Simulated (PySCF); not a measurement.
**Ionisation energy of Rb by level of theory**

Rb [Kr] 5s1 (2S) → Rb⁺ [Kr] (1S), as a difference of total energies. Computed with PySCF 2.14 in def2-TZVP with the def2 core potential (28 electrons) (6s4p3d, 33 functions), with scalar relativity through the core potential. The calculations carry no spin-orbit coupling.

| method | ionisation energy (eV) |
| --- | --- |
| UHF | 3.805 |
| LDA | 4.397 |
| r2SCAN | 4.086 |

For comparison: 4.177 eV (measured; NIST Atomic Spectra Database, ionization energies).
